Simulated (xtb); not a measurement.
Os (SMILES [Os]), quintet (GFN-xTB shapes and energies of metal compounds can be far from the true ones); GFN2-xTB (xtb 6.7.1).

The xtb input:
```
$ xtb mol.xyz --gfn 2 --uhf 4 --opt --json

# file mol.xyz
1

Os     0.00000000     0.00000000     0.00000000
```

### Question
Predict the main parts of the log of this xtb run.

### Answer

```
   ID    Z sym.   atoms
    1   76 Os     1

           -------------------------------------------------
          |                Calculation Setup                |
           -------------------------------------------------

           -------------------------------------------------
          |                 G F N 2 - x T B                 |
           -------------------------------------------------

          ...................................................
          :                      SETUP                      :
          :.................................................:
          :  # basis functions                  10          :
          :  # atomic orbitals                   9          :
          :  # shells                            3          :
          :  # electrons                         8          :
          :  max. iterations                   250          :
          :  Hamiltonian                  GFN2-xTB          :
          :  restarted?                      false          :
          :  GBSA solvation                  false          :
          :  PC potential                    false          :
          :  electronic temp.          300.0000000     K    :
          :  accuracy                    1.0000000          :
          :  -> integral cutoff          0.2500000E+02      :
          :  -> integral neglect         0.1000000E-07      :
          :  -> SCF convergence          0.1000000E-05 Eh   :
          :  -> wf. convergence          0.1000000E-03 e    :
          :  Broyden damping             0.4000000          :
          :  net charge                          0          :
          :  unpaired electrons                  4          :
          ...................................................

 iter      E             dE          RMSdq      gap      omega  full diag
   1     -2.9883422 -0.298834E+01  0.141E+01    5.19       5.2  T
   2     -2.9883422  0.000000E+00  0.113E+01    5.14       5.1  T
   3     -2.9883422  0.000000E+00  0.871E+00    5.02       5.0  T
   4     -2.9883422  0.000000E+00  0.697E+00    4.91       4.9  T
   5     -2.9883422  0.000000E+00  0.558E+00    4.79       4.8  T
   6     -2.9883422  0.000000E+00  0.446E+00    4.67       4.7  T
   7     -2.9883422  0.000000E+00  0.357E+00    4.58       4.6  T
   8     -2.9883422  0.000000E+00  0.285E+00    4.49       4.5  T
   9     -2.9883422  0.000000E+00  0.228E+00    4.42       4.4  T
  10     -2.9883422  0.000000E+00  0.183E+00    4.36       4.4  T
  11     -2.9883422  0.000000E+00  0.146E+00    4.31       4.3  T
  12     -2.9883422  0.000000E+00  0.117E+00    4.27       4.3  T
  13     -2.9883422  0.000000E+00  0.935E-01    4.24       4.2  T
  14     -2.9883422  0.000000E+00  0.748E-01    4.21       4.2  T
  15     -2.9883422  0.000000E+00  0.599E-01    4.19       4.2  T
  16     -2.9883422  0.000000E+00  0.479E-01    4.17       4.2  T
  17     -2.9883422  0.000000E+00  0.383E-01    4.15       4.2  T
  18     -2.9883422  0.000000E+00  0.307E-01    4.14       4.1  T
  19     -2.9883422  0.000000E+00  0.245E-01    4.13       4.1  T
  20     -2.9883422  0.000000E+00  0.196E-01    4.13       4.1  T
  21     -2.9883422  0.000000E+00  0.157E-01    4.12       4.1  T
  22     -2.9883422  0.000000E+00  0.126E-01    4.12       4.1  T
  23     -2.9883422  0.000000E+00  0.100E-01    4.11       4.1  T
  24     -2.9883422  0.000000E+00  0.803E-02    4.11       4.1  T
  25     -2.9883422  0.000000E+00  0.643E-02    4.11       4.1  T
  26     -2.9883422  0.000000E+00  0.514E-02    4.10       4.1  T
  27     -2.9883422  0.000000E+00  0.411E-02    4.10       4.1  T
  28     -2.9883422  0.000000E+00  0.329E-02    4.10       4.1  T
  29     -2.9883422  0.000000E+00  0.263E-02    4.10       4.1  T
  30     -2.9883422  0.000000E+00  0.211E-02    4.10       4.1  T
  31     -2.9883422  0.000000E+00  0.169E-02    4.10       4.1  T
  32     -2.9883422  0.000000E+00  0.135E-02    4.10       4.1  T
[...]
         :: total energy              -2.988342233167 Eh    ::
[...]
   2     -2.9883422  0.000000E+00  0.474E-04    4.10       4.1  T
   3     -2.9883422  0.000000E+00  0.365E-04    4.10       4.1  T

   *** convergence criteria satisfied after 3 iterations ***

         :::::::::::::::::::::::::::::::::::::::::::::::::::::
         ::                     SUMMARY                     ::
         :::::::::::::::::::::::::::::::::::::::::::::::::::::
         :: total energy              -2.988342233167 Eh    ::
         :: gradient norm              0.000000000000 Eh/a0 ::
         :: HOMO-LUMO gap              4.096681814767 eV    ::
         ::.................................................::
         :: SCC energy                -2.988342233167 Eh    ::
         :: -> isotropic ES            0.006666666667 Eh    ::
         :: -> anisotropic ES          0.000000000000 Eh    ::
         :: -> anisotropic XC          0.000000000000 Eh    ::
         :: -> dispersion              0.000000000000 Eh    ::
         :: repulsion energy           0.000000000000 Eh    ::
         :: add. restraining           0.000000000000 Eh    ::
         :: total charge              -0.000000000001 e     ::
         :::::::::::::::::::::::::::::::::::::::::::::::::::::

           -------------------------------------------------
          |                Property Printout                |
           -------------------------------------------------

    * Orbital Energies and Occupations

         #    Occupation            Energy/Eh            Energy/eV
      -------------------------------------------------------------
         1        1.4000           -0.2585387              -7.0352
         2        1.4000           -0.2585387              -7.0352
         3        1.4000           -0.2585387              -7.0352
         4        1.4000           -0.2585387              -7.0352
         5        1.4000           -0.2585387              -7.0352
         6        1.0000           -0.1778526              -4.8396 (HOMO)
         7                         -0.0273023              -0.7429 (LUMO)
         8                         -0.0273023              -0.7429
         9                         -0.0273023              -0.7429
      -------------------------------------------------------------
                  HL-Gap            0.1505503 Eh            4.0967 eV
             Fermi-level           -0.1807507 Eh           -4.9185 eV

     #   Z          covCN         q      C6AA      α(0)
     1  76 Os       0.000    -0.000   688.897    59.608

 Mol. C6AA /au·bohr⁶  :        688.897110
 Mol. C8AA /au·bohr⁸  :      92491.156478
 Mol. α(0) /au        :         59.608352

Wiberg/Mayer (AO) data.
largest (>0.10) Wiberg bond orders for each atom

 ---------------------------------------------------------------------------
     #   Z sym  total        # sym  WBO       # sym  WBO       # sym  WBO
 ---------------------------------------------------------------------------
     1  76 Os   0.000
 ---------------------------------------------------------------------------

molecular dipole:
                 x           y           z       tot (Debye)
 q only:        0.000       0.000       0.000
   full:        0.000       0.000       0.000       0.000
molecular quadrupole (traceless):
                xx          xy          yy          xz          yz          zz
 q only:        0.000       0.000       0.000       0.000       0.000       0.000
  q+dip:        0.000       0.000       0.000       0.000       0.000       0.000
   full:        0.000       0.000       0.000       0.000       0.000       0.000

optimized geometry written to: xtbopt.xyz

           -------------------------------------------------
          | TOTAL ENERGY               -2.988342233167 Eh   |
          | GRADIENT NORM               0.000000000000 Eh/α |
          | HOMO-LUMO GAP               4.096681814767 eV   |
           -------------------------------------------------

normal termination of xtb
```
